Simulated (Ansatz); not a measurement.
Consider the redistribution: `N#[C][GaH2]` + `BN[SiH](C)C` → `C[SiH](C)[NH][GaH2]` + `BC#N`.

Gas-phase electronic energies from Ansatz, PBE0-D4/def2-TZVP geometries. CCSD(T)/CBS is the MP2 limit (def2-TZVPP, def2-QZVPP) plus CCSD(T) − MP2 in def2-TZVPP, frozen cores. This one scheme is used for every species. Functionals use def2-TZVPP. B3LYP here is the variant with VWN-RPA as its local correlation; programs differ in this. HSE06 is defined as in plane-wave codes. For Ga outer-core shells are correlated without core-valence functions, which leaves a few kJ/mol of doubt a bond. Scalar relativity is left out up to krypton. One conformer a species, not always the lowest.

Is it downhill or uphill in electronic energy at CCSD(T)/CBS, and by how much? (An estimate is asked.)

The calculation gave: Uphill: ΔE = +18.7 kcal/mol.

What do these levels give: LDA (SPW92), revPBE-D4, B97M-V, CAM-B3LYP-D4, BLYP, B3LYP, HSE06, CCSD/def2-SVP, MP2/def2-TZVPP, CCSD/def2-TZVPP, MP2/def2-QZVPP, SCS-MP2/def2-QZVPP? (Estimate.)

The calculation gave: LDA (SPW92) 19.6, revPBE-D4 18.1, B97M-V 18.0, CAM-B3LYP-D4 19.7, BLYP 18.9, B3LYP 19.6, HSE06 20.0, CCSD/def2-SVP 21.4, MP2/def2-TZVPP 19.2, CCSD/def2-TZVPP 19.7, MP2/def2-QZVPP 18.7, SCS-MP2/def2-QZVPP 19.0 kcal/mol.

Largest T1 diagnostic among the species: 0.014.

From r2SCAN to r2SCAN0 (25 % exact exchange), in def2-TZVPP and without D4, ΔE moves by +1.0 kcal/mol. In def2-TZVPP, CCSD(T) changes the Hartree–Fock value by −1.0 kcal/mol (the triples alone add −0.2 kcal/mol) and MP2 by −1.3 kcal/mol. At CCSD(T), def2-SVP lies +2.6 kcal/mol from the extrapolated value and def2-TZVPP +0.9 kcal/mol.
